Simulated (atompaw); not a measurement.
# Which change was made? (Cl, PAW (atompaw))

atompaw 4.2.0.5 input, output lines left out:

```
Cl 17
LDA-PW scalarrelativistic loggrid 1500 logderivrange -5 5 251
3 3 0 0 0 0
3 1 3
0 0 0
c
c
v
c
v
2
1.50 1.15 1.00 0.95
y
1.6
n
y
-1.8
n
y
0.15
y
2.95
n
custom polynom vanderbiltortho sinc
bessel
1.50
1.50
1.50
1.50
1.40
1.40
```

Cutoffs, loose and tight: the cutoffs (Ry, on a coarse ladder) from which the occupation-weighted sum of valence levels, in a spherical-Bessel basis at the reference potential, stays within 10 and 1 mRy of its value at 400 Ry. They see the waves, projectors and local potential, not the compensation charge or the core.

The base gives: outcome: generated; cutoff, loose: 21 Ry; cutoff, tight: 30 Ry; bound ghosts: none.

**Question.** After one change the result is: outcome: generated; cutoff, loose: 40 Ry; cutoff, tight: 70 Ry; bound ghosts: none. Which change was it?
A. wave 3s (bound): rc 1.50 bohr becomes 3s (bound): rc 1.12 bohr
B. local potential troulliermartins scheme with l = 3 at -0.5 Ry, radius 1.00 bohr
C. core correction smooth core density matched at 1.44 bohr

**Answer.** A. The others give: core correction smooth core density matched at 1.44 bohr → outcome: generated, no UPF (negative core plus compensation charge); cutoff, loose: 21 Ry; cutoff, tight: 30 Ry; bound ghosts: none | local potential troulliermartins scheme with l = 3 at -0.5 Ry, radius 1.00 bohr → outcome: generated; cutoff, loose: 18 Ry; cutoff, tight: 45 Ry; bound ghosts: s.
